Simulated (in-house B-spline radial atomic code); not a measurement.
Inner levels of tantalum as electrons are removed. A shift is the extra binding of the orbital against the neutral atom ([Xe] 4f14 5d3 6s2). Computed with a B-spline radial code for spherical atoms: non-relativistic Hartree-Fock, average of the configuration, point nuclei.

This level leaves out relativity, spin-orbit splitting included, which matters for heavy ions.

```tsv
ion	configuration	shift of 4s (eV)	shift of 2p (eV)	shift of 1s (eV)	radius of 4s (bohr)	radius of 2p (bohr)	radius of 1s (bohr)	Σ<r²> (bohr²)	change of density at nucleus (bohr⁻³)
Ta16+	[Kr] 4d10 4f11	341.56	358.28	360.59	0.49154	0.074275	0.020753	9.7841	-182.31
Ta17+	[Kr] 4d10 4f10	380.72	401.23	402.76	0.48935	0.074278	0.020753	9.2228	-167.55
Ta18+	[Kr] 4d10 4f9	420.98	445.87	446.57	0.48705	0.074282	0.020753	8.7029	-151.33
Ta19+	[Kr] 4d10 4f8	462.3	492.17	491.97	0.48466	0.074286	0.020753	8.2191	-133.65
Ta20+	[Kr] 4d10 4f7	?	?	?	?	?	?	?	?
Ta21+	[Kr] 4d10 4f6	547.91	589.67	587.51	0.47964	0.074294	0.020753	7.3442	-93.994
Ta22+	[Kr] 4d10 4f5	592.14	640.82	637.6	0.47704	0.074299	0.020753	6.9465	-72.02
Ta23+	[Kr] 4d10 4f4	637.28	693.56	689.21	0.47439	0.074303	0.020753	6.5718	-48.606
Ta24+	[Kr] 4d10 4f3	?	?	?	?	?	?	?	?
Ta25+	[Kr] 4d10 4f2	730.2	803.71	796.95	0.46897	0.074313	0.020753	5.8833	2.389
Ta26+	[Kr] 4d10 4f1	777.94	861.1	853.05	0.46621	0.074318	0.020753	5.566	29.995
Ta27+	[Kr] 4d10	826.5	920.02	910.63	0.46344	0.074324	0.020753	5.2648	58.996
Ta28+	[Kr] 4d9	873.57	983.43	974.69	0.46098	0.074314	0.020753	4.9589	98.665
Ta29+	[Kr] 4d8	921.18	1047.98	1039.95	0.45854	0.074303	0.020753	4.6627	139.49
Ta30+	[Kr] 4d7	969.33	1113.65	1106.39	0.45612	0.074293	0.020754	4.3757	181.48
Ta31+	[Kr] 4d6	?	?	?	?	?	?	?	?
Ta32+	[Kr] 4d5	1067.25	1248.38	1242.82	0.45132	0.074269	0.020754	3.8275	268.89
```

Problem. Fill in the row of Ta20+.

Solution. shift of 4s (eV): 504.61; shift of 2p (eV): 540.11; shift of 1s (eV): 538.96; radius of 4s (bohr): 0.48219; radius of 2p (bohr): 0.07429; radius of 1s (bohr): 0.020753; Σ<r²> (bohr²): 7.7674; change of density at nucleus (bohr⁻³): -114.54.

Problem. Fill in the row of Ta24+.

Solution. shift of 4s (eV): 683.31; shift of 2p (eV): 747.86; shift of 1s (eV): 742.33; radius of 4s (bohr): 0.4717; radius of 2p (bohr): 0.074308; radius of 1s (bohr): 0.020753; Σ<r²> (bohr²): 6.218; change of density at nucleus (bohr⁻³): -23.821.

Problem. Fill in the row of Ta31+.

Solution. shift of 4s (eV): 1018.02; shift of 2p (eV): 1180.45; shift of 1s (eV): 1174.01; radius of 4s (bohr): 0.45371; radius of 2p (bohr): 0.074281; radius of 1s (bohr): 0.020754; Σ<r²> (bohr²): 4.0974; change of density at nucleus (bohr⁻³): 224.61.
